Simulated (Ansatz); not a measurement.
Total energies of Al₂F₄H₂S₂ (`[F][Al-]1([F])[SH+][Al-]([F])([F])[SH+]1`).

Z-matrix (Å, degrees):
```
Al
S 1 2.336
F 1 1.644 2 109.1
S 1 2.336 2 97.3 3 111.3
F 1 1.644 2 107.4 3 -135.9
Al 1 3.085 2 48.7 3 111.1
H 2 1.348 1 93.0 3 156.3
H 4 1.348 1 93.0 2 -92.8
F 6 1.644 1 118.1 2 -91.3
F 6 1.644 1 118.5 2 88.7
```

Charge 0, multiplicity 1. Geometry: relaxed with PBE0-D4/def2-TZVP. Basis def2-TZVPP, Ansatz 0.2.0.

RPA on PBE orbitals: Hartree–Fock energy of these orbitals -1678.41219 Eh, correlation -2.32995 Eh (frozen core).

```
functional  energy without D4 (Eh)  D4 term (kJ/mol)
    revPBE             -1682.10437             -84.3
    r2SCAN             -1682.25689              -8.3
    B97M-V             -1682.05260                 –
      PBE0             -1681.62730             -30.3
     B3LYP             -1682.58871             -57.2
   r2SCAN0             -1682.18452             -10.2
     BHLYP             -1682.37560             -50.7
 CAM-B3LYP             -1682.46474             -31.6
   ωB97M-V             -1682.35765                 –
  PBE-QIDH             -1681.24851                 –
```

(1) Give the same for LDA (SPW92), PBE, BLYP, r2SCANh, HSE06 (plane-wave form), LC-ωPBE, ωB97X-V, B2PLYP. (Best estimate.)

B3LYP takes the VWN-RPA correlation (the form of Gaussian; ORCA's B3LYP/G). HSE06 is the plane-wave form, built on full-range PBE exchange. The double hybrids freeze the cores in their second-order part.

Answers

(1) The calculation gave: 
```
             functional  energy without D4 (Eh)  D4 term (kJ/mol)
            LDA (SPW92)             -1675.14464                 –
                    PBE             -1681.51607             -35.0
                   BLYP             -1682.48285             -73.7
                r2SCANh             -1682.22715              -9.1
HSE06 (plane-wave form)             -1681.58466             -28.7
                LC-ωPBE             -1681.90773                 –
                ωB97X-V             -1682.18092                 –
                 B2PLYP             -1681.83157                 –
```

LC-ωPBE has ω = 0.4 bohr⁻¹.
